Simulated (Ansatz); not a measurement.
Two isomers of CH8OSi3: A = `C[SiH]1[SiH2]O[SiH2]1`, B = `[SiH3][SiH]1C[SiH2]O1`.

Gas-phase electronic energies from Ansatz, PBE0-D4/def2-TZVP geometries. CCSD(T)/CBS adds triple-zeta CCSD(T) − MP2 to the extrapolated MP2 energy (def2 sets, frozen cores). Functionals use def2-TZVPP.

A:

```xyz
13

C    -2.067    0.533   -0.270
Si   -0.204    0.759   -0.314
Si    1.117    0.015    1.493
O     1.856   -1.114    0.501
Si    1.182   -1.011   -1.029
H    -2.531    1.291    0.365
H    -2.329   -0.451    0.123
H    -2.489    0.625   -1.273
H     0.165    2.099   -0.849
H     2.129    0.941    2.069
H     0.417   -0.661    2.620
H     2.235   -0.731   -2.042
H     0.520   -2.294   -1.394
```

B:

Z-matrix (Å, degrees):
```
Si
C 1 1.894
Si 1 2.487 2 48.7
Si 1 2.342 2 116.5 3 115.9
O 1 1.683 2 90.8 3 0.4
H 1 1.490 2 114.0 3 -113.1
H 2 1.090 1 115.5 3 115.2
H 2 1.090 1 116.0 3 -114.7
H 3 1.485 1 125.2 2 95.2
H 3 1.485 1 124.8 2 -95.7
H 4 1.489 1 109.4 2 74.6
H 4 1.487 1 111.3 2 -165.2
H 4 1.489 1 109.8 2 -44.5
```

Task: Which isomer does CCSD(T)/CBS put lower? Give the gap. (An estimate is asked.)

Result: Computed: B, by 4.4 kJ/mol.

Task: Give E(B) − E(A) in kJ/mol with ωB97M-V, r2SCAN-D4, PBE0-D4, PBE-D4, CCSD/def2-TZVPP, HF/def2-TZVPP, MP2/def2-TZVPP. (An estimate is asked.)

Result: Ansatz gave: ωB97M-V -7.2, r2SCAN-D4 0.3, PBE0-D4 3.9, PBE-D4 7.6, CCSD/def2-TZVPP -6.6, HF/def2-TZVPP -12.6, MP2/def2-TZVPP -8.6. The order is the other way round with PBE0-D4, PBE-D4.

Largest T1 diagnostic: 0.013.

From PBE to PBE0 (25 % exact exchange), in def2-TZVPP and without D4, E(B) − E(A) moves by −3.8 kJ/mol. In def2-TZVPP, CCSD(T) changes the Hartree–Fock value by +7.8 kJ/mol (the triples alone add +1.7 kJ/mol) and MP2 by +4.1 kJ/mol.
